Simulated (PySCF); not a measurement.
C3H7B, SMILES C(=C/B)/C at its GFN2-xTB optimised geometry (Å):

```
11

B      1.4049    -0.9879     0.0000
C     -0.1337    -0.9879     0.0000
C     -0.9569     0.0717     0.0000
C     -0.5700     1.5073    -0.0080
H      2.0324    -0.0023     0.0622
H      1.9711    -2.0114    -0.0605
H     -0.6321    -1.9534    -0.0031
H     -2.0324    -0.0872    -0.0009
H     -1.0125     2.0114     0.8513
H      0.5062     1.6358     0.0170
H     -0.9660     1.9885    -0.9030
```

Level of theory: PySCF 2.14.0 with B3LYP/def2-TZVP. Cells within 0.4 Å of a nucleus heavier than hydrogen are left out (blank, or x).

Map of the HOMO−1 amplitude (bohr^(-3/2)) on the plane z = 0.0 Å; orbital energy -8.64 eV, overall sign arbitrary:

```
|4444444444444444444444444|
|4444444444444444444444444|
|4444444444444444444444444|
|4444444444444444444444444|
|4444444444444444444444444|
|4444444444333334444444444|
|4444444444333334444444444|
|4444444444312233444444444|
|4444444455xx2234444444444|
|4444444456764334445444444|
|4444433346764444555544444|
|444433223xx54445677654444|
|444433111xx43345799654444|
|4444332122332235798654444|
|44444333345xx01xx86554444|
|44444444457xx00xx55544444|
|4444444456885210234444444|
|4444444456985322223444444|
|4444444456765433223344444|
|4444444445555443333444444|
|4444444444444444444444444|
|4444444444444444444444444|
|4444444444444444444444444|
|4444444444444444444444444|
|4444444444444444444444444|
```
Scale: ten equal steps from -0.185 (start of '0') to 0.237 (end of '9'), in the order '0123456789'; x runs from -4.50 to 4.50, y from -4.50 (bottom) to 4.50 (top).
